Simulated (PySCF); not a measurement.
Job for PySCF: R-M06-2X/def2-TZVPP on CH4GeO (SMILES [CH3][Ge][OH]), a point of a torsion scan.

```python
from pyscf import gto, dft

mol = gto.M(
    atom='''
    C    -0.93333623   -0.06923895   -0.01105325
    Ge    0.54944053    1.32760346   -0.33823380
    O     1.95831345    0.34058871    0.09964570
    H    -0.82121475   -0.94100961   -0.65773667
    H    -1.93356244    0.33215808   -0.16443025
    H    -0.86400083   -0.41556982    1.02085324
    H     2.29548924   -0.47736636   -0.25183293
    ''',
    basis='def2-tzvpp',
    charge=0, spin=0, verbose=4, max_memory=1800)
mf = dft.RKS(mol, xc='m062x').density_fit(auxbasis='def2-universal-jkfit')
mf.grids.level = 4
mf.conv_tol = 1e-9
mf.max_cycle = 150
mf.kernel()
mf.dip_moment()
```

Q: Predict the final total energy.

A: -2192.7458 hartree.
